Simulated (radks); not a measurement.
Species: Pr2+. Configuration: [Xe] 4f3 (the NIST ground configuration).

Method: Dirac Kohn-Sham, exchange-only PBE, spin-unpolarised, spherical densities, point nucleus; open shells fill j = l - 1/2 first; computed with a radial shooting solver on a logarithmic mesh with Libxc functionals.

Energy parts (Ry):
| part | energy |
|---|---|
| total | -18477.6895 |
| kinetic | 19882.8208 |
| electron-nucleus | -45049.3086 |
| Hartree | 7115.1445 |
| exchange | -426.3462 |

Orbitals (lengths in bohr, moments of r in powers of bohr; r(max) is where P^2 peaks):
1s1/2: occ. 2; eigenvalue (Ry) -3071.701; r(max) 0.01541
2s1/2: occ. 2; eigenvalue (Ry) -494.6385; r(max) 0.08740
2p1/2: occ. 2; eigenvalue (Ry) -467.5160; r(max) 0.06650
2p3/2: occ. 4; eigenvalue (Ry) -432.0668; r(max) 0.07185
3s1/2: occ. 2; eigenvalue (Ry) -107.3402; r(max) 0.2493
3p1/2: occ. 2; eigenvalue (Ry) -95.81101; r(max) 0.2361
3p3/2: occ. 4; eigenvalue (Ry) -88.78853; r(max) 0.2476
3d3/2: occ. 4; eigenvalue (Ry) -68.68130; r(max) 0.1986
3d5/2: occ. 6; eigenvalue (Ry) -67.16753; r(max) 0.2018
4s1/2: occ. 2; eigenvalue (Ry) -21.99198; r(max) 0.5793
4p1/2: occ. 2; eigenvalue (Ry) -17.68000; r(max) 0.5878
4p3/2: occ. 4; eigenvalue (Ry) -16.16844; r(max) 0.6125
4d3/2: occ. 4; eigenvalue (Ry) -9.09341; r(max) 0.6313
4d5/2: occ. 6; eigenvalue (Ry) -8.82843; r(max) 0.6394
5s1/2: occ. 2; eigenvalue (Ry) -3.71050; r(max) 1.354
5p1/2: occ. 2; eigenvalue (Ry) -2.56509; r(max) 1.486
5p3/2: occ. 4; eigenvalue (Ry) -2.35924; r(max) 1.558
4f5/2: occ. 3; eigenvalue (Ry) -0.93875; r(max) 0.6904
4f7/2: occ. 0; eigenvalue (Ry) -0.91357; r(max) 0.6958

The highest occupied level is 4f5/2 at -12.772 eV. Summed over all electrons, <r^2> = 43.22 bohr^2, which gives a Langevin (diamagnetic) susceptibility term of -34.2 x 10^-6 cm^3/mol.
